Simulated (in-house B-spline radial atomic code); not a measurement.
PBE hybrid excitations of the nitrogen ion N³⁺

Method: PBE hybrid with 0.7 exact exchange. Computed with a B-spline radial code for spherical atoms: linear response of the closed shell [He] 2s2 with the functional's adiabatic kernel; non-relativistic, point nucleus, no spin-orbit coupling, no double excitations, S, P, D and F terms only.

Command:
```bash
python run_td.py task.json out
```
Settings (radii: box in bohr, nucleus in fm):
```
Z                        7
electrons                4
configuration            [He] 2s2
hamiltonian              nr
method                   pbeh
box_radius               23.08
exact_exchange_fraction  0.7
intervals                49
```

Cost of the run: 0.1 s on 1 thread of AMD EPYC 9R14 (Zen 4) (shared host).

The lowest states, in the order of their Tamm-Dancoff energies; the method's threshold (minus the highest occupied level) is 73.84 eV. Labels give the largest channel, * marks a mixed state, and oscillator strengths are full-response dipole values. Semilocal kernels can invert the small singlet-triplet splittings of Rydberg terms. Energies in eV:

```json
{"state": "2s → 2p 3P", "full response": "5.736", "Tamm-Dancoff": "7.009", "oscillator strength": "-"}
{"state": "2s → 2p 1P", "full response": "14.916", "Tamm-Dancoff": "15.666", "oscillator strength": "0.601"}
{"state": "2s → 3s 3S", "full response": "45.54", "Tamm-Dancoff": "45.56", "oscillator strength": "-"}
{"state": "2s → 3s 1S", "full response": "47.12", "Tamm-Dancoff": "47.14", "oscillator strength": "-"}
{"state": "2s → 3p 3P", "full response": "48.83", "Tamm-Dancoff": "48.84", "oscillator strength": "-"}
{"state": "2s → 3p 1P", "full response": "49.30", "Tamm-Dancoff": "49.31", "oscillator strength": "0.32"}
{"state": "2s → 3d 3D", "full response": "50.46", "Tamm-Dancoff": "50.48", "oscillator strength": "-"}
{"state": "2s → 3d 1D", "full response": "51.40", "Tamm-Dancoff": "51.41", "oscillator strength": "-"}
{"state": "2s → 4s 3S", "full response": "59.41", "Tamm-Dancoff": "59.42", "oscillator strength": "-"}
{"state": "2s → 4s 1S", "full response": "59.86", "Tamm-Dancoff": "59.86", "oscillator strength": "-"}
{"state": "2s → 4p 3P", "full response": "?", "Tamm-Dancoff": "?", "oscillator strength": "-"}
{"state": "2s → 4p 1P", "full response": "?", "Tamm-Dancoff": "?", "oscillator strength": "?"}
{"state": "2s → 4d 3D", "full response": "61.28", "Tamm-Dancoff": "61.28", "oscillator strength": "-"}
{"state": "2s → 4d 1D", "full response": "61.61", "Tamm-Dancoff": "61.61", "oscillator strength": "-"}
{"state": "2s → 4f 3F", "full response": "61.86", "Tamm-Dancoff": "61.86", "oscillator strength": "-"}
{"state": "2s → 4f 1F", "full response": "61.88", "Tamm-Dancoff": "61.88", "oscillator strength": "-"}
{"state": "2s → 5s 3S", "full response": "65.04", "Tamm-Dancoff": "65.04", "oscillator strength": "-"}
```

Where does 2s → 4p 1P lie?

At 60.76 eV in full response, 60.76 eV in Tamm-Dancoff, oscillator strength 0.0986.

Where does 2s → 4p 3P lie?

At 60.63 eV in full response, 60.63 eV in Tamm-Dancoff.

How large is the singlet-triplet splitting of 2s → 2p (P terms) in Tamm-Dancoff?

8.66 eV, from the unrounded values.

What polarisabilities and dispersion coefficient does the method give?

Dipole 2.182 bohr³, quadrupole 1.419 bohr⁵, C6 2.186 hartree·bohr⁶ for two such species.
